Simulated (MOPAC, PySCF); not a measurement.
H$_{3}$BO$_{2}$S, SMILES `OB(O)S`, neutral singlet in the gas phase. 

Cartesian coordinates (Å):
SMILES: OB(O)S
```xyz
7

O     -0.8997    -1.0144     0.0018
B     -0.0695     0.0630    -0.0176
O     -0.6002     1.3153    -0.1635
S      1.7390    -0.1798     0.1511
H     -1.8263    -0.7639    -0.0937
H      0.0342     2.0371    -0.1692
H      1.6829    -1.5160     0.2567
```
Charge 0, multiplicity 1.

All levels are single points at this geometry (B3LYP-D3(BJ)/def2-TZVP); Pople sets use spherical d functions. Orbital energies aren't observables, and empty levels follow the basis.

PM6 in MOPAC gives HOMO (eV) = -9.53.

### Question
Estimate the HOMO (eV) from each of these levels: B3LYP-D3(BJ)/def2-TZVP in PySCF; PBE-D3(BJ)/def2-TZVP in PySCF; B3LYP/6-311+G** in PySCF; B3LYP/6-31G* in PySCF; B3LYP/LANL2DZ in PySCF; BP86/6-31G* in PySCF; PBE/6-31G* in PySCF; AM1 in MOPAC.

### Answer

| level | HOMO (eV) |
|---|---|
| B3LYP-D3(BJ)/def2-TZVP in PySCF | -7.32 |
| PBE-D3(BJ)/def2-TZVP in PySCF | -6.30 |
| B3LYP/6-311+G** in PySCF | -7.38 |
| B3LYP/6-31G* in PySCF | -7.09 |
| B3LYP/LANL2DZ in PySCF | -7.39 |
| BP86/6-31G* in PySCF | -6.16 |
| PBE/6-31G* in PySCF | -6.06 |
| AM1 in MOPAC | -9.73 |
